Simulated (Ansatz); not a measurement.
BH4N (SMILES BN), charge 0, multiplicity 1, relaxed at each level with Ansatz (a program for electronic structure); harmonic frequencies from differences of analytic forces, average atomic masses, frozen cores.

| level | harmonic frequencies (cm⁻¹) | ZPE (eV) | cost over HF/def2-TZVPP (rough) |
|---|---|---|---|
| HF/def2-TZVPP | 638 797 866 1104 1219 1222 1437 1778 2650 2713 3819 3915 | 1.374 | ×1 |
| r2SCAN/def2-TZVPP | 613 746 868 1011 1139 1157 1363 1644 2569 2652 3588 3683 | 1.304 | ×1 |
| B3LYP/def2-TZVPP | 626 750 857 1020 1141 1159 1366 1649 2580 2657 3587 3676 | 1.306 | ×1 |
| MP2/cc-pVTZ | 615 744 872 1032 1148 1175 1386 1648 2627 2713 3635 3747 | 1.323 | ×2 |
| CCSD(T)/cc-pVDZ | 579 738 870 1011 1136 1159 1370 1632 2588 2667 3602 3708 | 1.306 | ×0.9 |
| CCSD(T)/cc-pVTZ | 609 741 863 1017 1144 1164 1375 1650 2586 2666 3609 3710 | 1.310 | ×20 |
